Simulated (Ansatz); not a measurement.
Job for Ansatz (a quantum-chemistry and plane-wave program): R-r2SCAN/def2-TZVPPD on CH2O (SMILES C=O). The basis file is the Basis Set Exchange's JSON of that set.

Ansatz 0.2 input:
```yaml
crystal:
  periodic: [false, false, false]
  atoms:
    - {symbol: O, position_ang: [0.00000030, 0.00000000, 1.19296326]}
    - {symbol: C, position_ang: [-0.00000093, 0.00000000, -0.00589328]}
    - {symbol: H, position_ang: [0.00000031, 0.93875301, -0.59353499]}
    - {symbol: H, position_ang: [0.00000031, -0.93875301, -0.59353499]}
basis:
  gaussian:
    orbitals: def2-TZVPPD.json
hamiltonian:
  xc: {name: r2SCAN}
scf: {lower_state_search: off}
```

Problem. Give the final energy of this run.

Solution. -114.4871 hartree.
